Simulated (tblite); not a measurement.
C8H6O2.
Numbering: `[cH:1]1[cH:2][o:3][c:4](-[c:5]2[cH:6][cH:7][cH:8][o:9]2)[cH:10]1` (hydrogens: H11 on C1; H12 on C2; H13 on C6; H14 on C7; H15 on C8; H16 on C10)

The geometry is computed with GFN2-xTB (gas phase).

(1) What internal coordinates does the optimisation give?

## Answers

(1) 
| bond | length (pm) | order |
| --- | --- | --- |
| C1–C2, C7–C8 | 136.1 | aromatic |
| C2–O3, C8–O9 | 134.4 | aromatic |
| O3–C4, C5–O9 | 135.2 | aromatic |
| C4–C5 | 143.6 | single |
| C4–C10, C5–C6 | 137.3 | aromatic |
| C1–C10, C6–C7 | 141.2 | aromatic |
| C1–H11, C7–H14 | 107.1 | single |
| C2–H12, C8–H15 | 107.2 | single |
| C6–H13, C10–H16 | 107.0 | single |

Bonds in one row agree within 1 pm and their mean is given. Orders are formal, as drawn. A selection of angles:
| angle | degrees |
| --- | --- |
| C2–C1–C10 | 106.0 |
| C1–C2–O3 | 110.9 |
| C2–O3–C4 | 107.0 |
| O3–C4–C5 | 119.1 |
| O3–C4–C10 | 110.0 |
| C5–C4–C10 | 130.9 |
| C5–C6–C7 | 106.0 |

Dihedral angles: O3–C4–C5–C6 0° (synperiplanar).

The 10 heavy atoms lie in one plane (0.001 Å rms). The 7 C–C bonds span 1.361 Å (C1–C2, aromatic) to 1.436 Å (C4–C5, drawn single), a spread of 0.075 Å. The 5-membered ring C5–C6–C7–C8–O9 has internal angles of 106.0° to 110.9° (sum 540°, against 540° for a flat polygon); it is planar, 0.00 Å rms from its mean plane, widest ring torsion 0°. The 5-membered ring C1–C2–O3–C4–C10 has internal angles of 106.0° to 110.9°; it is planar, 0.00 Å rms from its mean plane, widest ring torsion 0°.

Point group: C2h (tolerance 0.08 Å). Its GFN2-xTB frequencies are all real (lowest 69 cm⁻¹). One conformer, not necessarily the lowest. 3 starts were optimised and ended at 0.00, 0.00 and 0.82 kcal/mol (GFN2-xTB); the lowest of these is shown.
